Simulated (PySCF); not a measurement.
trisilylamine (H9NSi3), SMILES [SiH3]N([SiH3])[SiH3].

Geometry: TPSSh-D3(BJ)/def2-SVP.

Method: TPSSh-D3(BJ)/def2-SVP run with PySCF.

Frequencies are harmonic and unscaled.

Modes within 1.5 cm⁻¹ of each other (mostly degenerate sets) share a row, with their intensities summed.

**Question.** Give all harmonic wavenumbers and intensities. (Estimate from the structure and the level; the computed values follow.)

**Answer.** 
```csv
mode,ν (cm⁻¹),IR (km/mol),Raman (Å⁴/amu),depolarisation,moving atoms (share of kinetic energy)
1,69,0.3,0.0,–,H 93 %
2–3,74,0.0,1.2,0.75,H 96 %
4–5,163,1.4,0.5,0.75,"Si 68 %, H 24 %, N 9 %"
6,172,0.8,0.0,–,"N 60 %, H 35 %"
7,482,0.0,15.1,0.08,"Si 88 %, H 12 %"
8,651,0.0,1.9,0.10,"H 89 %, Si 11 %"
9–10,687,4.1,25.9,0.75,"H 71 %, Si 24 %"
11–12,690,0.0,33.1,0.75,"H 90 %, Si 10 %"
13,741,110.7,0.0,–,"H 73 %, N 20 %"
14–17,948,1218.1,107.9,0.75,H 96 %
18,952,196.8,0.0,–,H 95 %
19,969,0.0,11.8,0.75,H 97 %
20–21,979,503.9,15.7,0.75,"H 85 %, N 9 %"
22–23,1011,84.2,8.5,0.75,"N 56 %, H 39 %"
24,1035,0.0,14.2,0.73,"H 90 %, Si 10 %"
25–28,2246,145.0,262.4,0.75,H 96 %
29–30,2249,399.7,93.8,0.73,H 96 %
31–32,2258,477.2,146.5,0.75,H 96 %
33,2261,0.0,657.6,0.00,H 99 %
```
